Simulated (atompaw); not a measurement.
# Re: variants of one PAW (atompaw) potential

Base potential:

```json
{
 "Element": "Re",
 "Generator": "atompaw 4.2.0.5",
 "Type": "PAW",
 "Functional": "LDA (PW92)",
 "Relativity": "scalar-relativistic",
 "Frozen core": "[Xe] 4f14",
 "Valence charge": "7",
 "Reference configuration": "5d5 6s2 6p0",
 "Partial waves": "6s (bound): rc 2.40 bohr; 6s channel at 2.85 Ry: rc 2.40 bohr; 6p (bound, empty): rc 2.90 bohr; 6p channel at 4.05 Ry: rc 2.90 bohr; 5d (bound): rc 1.50 bohr; 5d channel at 0.4 Ry: rc 2.90 bohr",
 "Local potential": "bessel scheme, radius 2.40 bohr",
 "Core correction": "smooth core density matched at 2.20 bohr",
 "Augmentation charge": "besselshape compensation charge, radius 2.45 bohr; PAW radius 2.90 bohr; waves and projectors: custom rrkj gramschmidtortho"
}
```

Cutoffs, loose and tight: the cutoffs (Ry, on a coarse ladder) from which the occupation-weighted sum of valence levels, in a spherical-Bessel basis at the reference potential, stays within 10 and 1 mRy of its value at 400 Ry. They see the waves, projectors and local potential, not the compensation charge or the core. A dash means not determined.

| change | outcome | cutoff, loose | cutoff, tight | bound ghosts |
| --- | --- | --- | --- | --- |
| base | generated | 40 Ry | 70 Ry | none |
| all radii scaled by about 0.78 (s 1.88, p 2.26, d 1.18 bohr); local potential bessel scheme, radius 1.88 bohr; augmentation besselshape compensation charge, radius 1.92 bohr; PAW radius 2.26 bohr; waves and projectors: custom rrkj gramschmidtortho; core correction smooth core density matched at 1.72 bohr | failed: atompaw: The overlap operator has at least one negative eigenvalue! | – | – | – |
| all radii scaled by about 0.84 (s 2.02, p 2.46, d 1.26 bohr); local potential bessel scheme, radius 2.02 bohr; augmentation besselshape compensation charge, radius 2.08 bohr; PAW radius 2.46 bohr; waves and projectors: custom rrkj gramschmidtortho; core correction smooth core density matched at 1.86 bohr | failed: atompaw: The overlap operator has at least one negative eigenvalue! | – | – | – |
| all radii scaled by about 0.95 (s 2.28, p 2.76, d 1.42 bohr); local potential bessel scheme, radius 2.28 bohr; augmentation besselshape compensation charge, radius 2.34 bohr; PAW radius 2.76 bohr; waves and projectors: custom rrkj gramschmidtortho; core correction smooth core density matched at 2.10 bohr | generated | 45 Ry | 60 Ry | none |
| all radii scaled by about 1.05 (s 2.52, p 3.06, d 1.58 bohr); local potential bessel scheme, radius 2.52 bohr; augmentation besselshape compensation charge, radius 2.58 bohr; PAW radius 3.06 bohr; waves and projectors: custom rrkj gramschmidtortho; core correction smooth core density matched at 2.32 bohr | generated | 40 Ry | 60 Ry | none |
| all radii scaled by about 1.26 (s 3.04, p 3.66, d 1.90 bohr); local potential bessel scheme, radius 3.04 bohr; augmentation besselshape compensation charge, radius 3.10 bohr; PAW radius 3.66 bohr; waves and projectors: custom rrkj gramschmidtortho; core correction smooth core density matched at 2.78 bohr | generated | 30 Ry | 45 Ry | none |

What comes out with this change to the base: all radii scaled by about 1.17 (s 2.80, p 3.38, d 1.76 bohr); local potential bessel scheme, radius 2.80 bohr; augmentation besselshape compensation charge, radius 2.86 bohr; PAW radius 3.38 bohr; waves and projectors: custom rrkj gramschmidtortho; core correction smooth core density matched at 2.58 bohr?

outcome: generated; cutoff, loose: 35 Ry; cutoff, tight: 50 Ry; bound ghosts: none.

Reading the sweep of the scale of all radii (base = 1) (base included, trends over the rows without a ghost): The loose cutoff falls from 45 Ry at 0.95 to 30 Ry at 1.26. A larger radius leaves more room for a smooth pseudo-wave, so fewer plane waves are needed; a smaller one forces it to follow the all-electron wave where it bends sharply. The generation fails at 0.78, 0.84.
